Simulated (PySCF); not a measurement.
Job file and geometry (Å, from GFN2-xTB) of an NMR shielding run on `C[Si@](N)(C[SiH3])C(F)(F)F`, C$_{3}$H$_{10}$F$_{3}$NSi$_{2}$, GIAO PBE0/pcSseg-1 NMR shielding, non-relativistic, gas phase (PySCF); density fitting, a coarse starting grid and PySCF grid level 2 are the driver's defaults:

```
$ OMP_NUM_THREADS=1 python probes_run.py task.json out

{"job": {"kind": "nmr", "xc": "PBE0", "basis": "pcSseg-1"}, "charge": 0, "multiplicity": 1}
C     -1.646933    -0.958972     0.834641
Si    -0.599159     0.007949    -0.423984
N     -1.337781     0.444997    -1.916606
C      1.105572    -0.755692    -0.725775
Si     2.351521    -0.661016     0.720032
C     -0.359563     1.770682     0.374327
F     -1.483405     2.522737     0.309358
F     -0.034808     1.716890     1.684372
F      0.604762     2.507414    -0.212486
H     -2.574556    -0.439304     1.062221
H     -1.908103    -1.940596     0.450165
H     -1.117303    -1.105072     1.771556
H     -1.561078    -0.254851    -2.604183
H     -1.995195     1.207687    -1.959887
H      0.968055    -1.801549    -0.997797
H      1.556989    -0.275240    -1.593580
H      1.756197    -1.267349     1.914062
H      2.728776     0.725446     0.972543
H      3.536208    -1.434910     0.333558
```

Q: What does the program print?

A: 
```
coarse grid: 17032 points
cycle   1  E = -1052.6240882611  dE =  8.351e-01  |g| = 9.756e-01  |ddm| = 3.832e+00
cycle   2  E = -1052.4714523242  dE =  1.526e-01  |g| = 1.387e+00  |ddm| = 1.343e+00
cycle   3  E = -1052.7982753172  dE = -3.268e-01  |g| = 8.332e-02  |ddm| = 8.003e-01
cycle   4  E = -1052.7994019530  dE = -1.127e-03  |g| = 4.040e-02  |ddm| = 8.645e-02
cycle   5  E = -1052.7997560185  dE = -3.541e-04  |g| = 6.470e-03  |ddm| = 3.342e-02
cycle   6  E = -1052.7997658965  dE = -9.878e-06  |g| = 1.899e-03  |ddm| = 8.432e-03
final grid: 157000 points
cycle   7  E = -1052.8680303525  dE = -4.834e-05  |g| = 9.999e-03  |ddm| = 2.624e-02
cycle   8  E = -1052.8680167593  dE =  1.359e-05  |g| = 1.325e-02  |ddm| = 1.631e-02
cycle   9  E = -1052.8680510304  dE = -3.427e-05  |g| = 7.139e-04  |ddm| = 9.072e-03
cycle  10  E = -1052.8680511111  dE = -8.064e-08  |g| = 3.074e-04  |ddm| = 6.949e-04
cycle  11  E = -1052.8680511306  dE = -1.956e-08  |g| = 4.550e-05  |ddm| = 2.393e-04
cycle  12  E = -1052.8680511310  dE = -3.820e-10  |g| = 1.860e-05  |ddm| = 5.273e-05
converged SCF energy = -1052.8680511310

GIAO shielding tensors (ppm)
atom      isotropic    diamagn.    paramagn.     s11        s22        s33       span
  0 C      186.986     256.921     -69.935    181.723    184.498    194.736     13.013
  1 Si     352.781     880.209    -527.428    300.305    363.448    394.590     94.285
  2 N      248.975     317.096     -68.121    221.772    255.177    269.977     48.205
  3 C      193.686     260.796     -67.111    182.188    193.201    205.669     23.482
  4 Si     423.973     880.035    -456.062    400.579    410.407    460.932     60.353
  5 C       47.880     253.095    -205.215     42.705     45.712     55.224     12.520
  6 F      257.729     474.306    -216.576    159.615    271.506    342.067    182.452
  7 F      251.532     477.101    -225.569    153.110    276.685    324.800    171.690
  8 F      254.012     475.841    -221.829    155.436    272.290    334.310    178.874
  9 H       31.351      30.687       0.664     26.829     29.045     38.178     11.349
 10 H       31.673      31.247       0.426     27.605     28.842     38.572     10.967
 11 H       31.239      32.897      -1.657     26.582     29.625     37.511     10.929
 12 H       31.346      30.589       0.757     23.916     27.175     42.947     19.031
 13 H       30.699      30.411       0.289     22.458     27.795     41.845     19.387
 14 H       31.791      32.755      -0.964     26.859     29.611     38.902     12.043
 15 H       31.546      32.458      -0.912     26.408     29.073     39.156     12.748
 16 H       27.799      29.881      -2.082     24.054     26.974     32.369      8.315
 17 H       27.577      29.631      -2.054     23.348     27.526     31.858      8.511
 18 H       27.648      28.536      -0.888     23.777     25.152     34.015     10.238
```

Q: Turn these shieldings into chemical shifts. δ = σ(ref) − σ, references computed at the same level: ¹³C (σref 186.93) and ²⁹Si (σref 349.16) and ¹H (σref 31.72) vs TMS; NH3 for ¹⁵N (σref 267.73); ¹⁹F (σref 170.95) against CFCl3.

A: Averaging equivalent atoms: C 5: 139.0; C 0: -0.1; C 3: -6.8; Si 1: -3.6; Si 4: -74.8; N 2: 18.8; F 6/7/8: -83.5; H 16/17/18: 4.04; H 12/13: 0.69; H 9/10/11: 0.30; H 15: 0.17; H 14: -0.07 ppm. Unscaled 19F shifts against computed CFCl3 carry errors that often reach 10 to 50 ppm. Experimental scales use liquid or dissolved standards, which lie at an offset from isolated NH3 (liquid NH3: subtract about 20 ppm).

Size and cost of the density-fitted run: 217 basis functions, 58 s wall time on 1 thread of an Arm Neoverse V1, shared host; peak memory 1 GiB.
